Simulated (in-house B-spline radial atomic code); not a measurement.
The numbers below are computed, except where a source is named.
# Hf ion on Si atom: potential, deflection and energy transfer

The pair potential comes from two frozen, spherical free-atom densities (PBE, B-spline radial code, scalar-relativistic past argon): electrostatics plus the change in Thomas-Fermi kinetic and Dirac exchange energy where they overlap, the recipe behind the universal ZBL potential, which averages such potentials (from solid-state densities) over many pairs. It is written V = (Z1 Z2 e²/r) φ(r/a), with e² = 14.3996 eV·Å and a = 0.46850 Å/(Z1^0.23 + Z2^0.23); ZBL's fit is φ = 0.18175 e^(−3.1998x) + 0.50986 e^(−0.94229x) + 0.28022 e^(−0.4029x) + 0.02817 e^(−0.20162x). Where φ falls below 4e-4 it is continued as an exponential.

Masses 178.49 and 28.09 u.

```tsv
x = r/a	φ, this pair	φ, ZBL
0.1	0.8807	0.8928
0.25	0.7535	0.7647
0.5	0.6027	0.6096
1	0.4114	0.4164
1.5	0.2957	0.2995
2	0.2188	0.2218
3	0.1265	0.1292
4	0.07839	0.08026
5	0.05064	0.05224
6.5	0.02764	0.02914
8	0.01624	0.01705
10	0.008732	0.008778
12	0.005024	0.00474
14.5	0.002655	0.002328
17	0.001406	0.001212
20	0.0006231	0.0005882
```

Question: At x = 6.5 the electrostatic, kinetic and exchange parts are -6.77, 666.37 and -65.59 eV. Find r, V and φ.

Answer: a = 0.46850/(2.6742 + 1.8349) = 0.10390 Å, so r = 0.67537 Å. V = -6.77 + 666.37 + (-65.59) = 594.01 eV. The bare repulsion is 72 × 14 × 14.3996/0.67537 = 21492 eV, so φ = 0.0276, -5.1 % against ZBL's 0.0291. The kinetic (Pauli) term is 112 % of V here, as the other two terms together attract.

Question: The ion comes in at 102.7 keV with impact parameter 0.5195 Å. The scattering integral gives a centre-of-mass angle of 10.58° and a closest approach of 5.235 a. What are the reduced energy, the energy passed on and the laboratory angles?

Answer: ε = E a M2/(Z1 Z2 e² (M1 + M2)) = 102700 × 9.7337e-07 = 0.1. The most that one collision can pass on is γE with γ = 4 M1 M2/(M1 + M2)² = 0.4699. Here T = γE sin²(θ/2) = 0.4699 × 102700 × 0.008496 = 410.2 eV. The ion turns by arctan(sin θ/(cos θ + M1/M2)) = 1.4°, and the struck atom leaves at (180° − θ)/2 = 84.7°. The closest approach is 0.544 Å. With ZBL the angle would be 10.78° and T = 426.3 eV.
